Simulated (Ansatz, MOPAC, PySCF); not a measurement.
System: BiF₂, net charge 1, singlet state. SMILES of the parent species: [F][Bi][F]
Geometry: optimised at B3LYP-D3(BJ)/def2-TZVP (Ansatz, an electronic-structure program).

Unscaled harmonic wavenumbers (cm⁻¹) in rising order, each level at the stationary point that it reaches from this structure (no distance between atoms moves by over 0.3 Å); the order of modes can differ between levels, and a negative number is imaginary. B3LYP-D3(BJ)/def2-TZVP (PySCF, at the structure above): 188, 645, 658.

PM3 (MOPAC): 206, 681, 699. Zero-point energy 2.3 against 2.1 kcal/mol; where all levels lie over 400 cm⁻¹, the wavenumbers are on average 1.060 times those of B3LYP-D3(BJ)/def2-TZVP.

HF/6-31G* with LANL2DZ past Ar (Ansatz): 232, 731, 745. Zero-point energy 2.4 against 2.1 kcal/mol; where all levels lie over 400 cm⁻¹, the wavenumbers are on average 1.133 times those of B3LYP-D3(BJ)/def2-TZVP.

B3LYP/6-31G* with LANL2DZ past Ar (Ansatz): 200, 666, 672. Zero-point energy 2.2 against 2.1 kcal/mol; where all levels lie over 400 cm⁻¹, the wavenumbers are on average 1.027 times those of B3LYP-D3(BJ)/def2-TZVP.
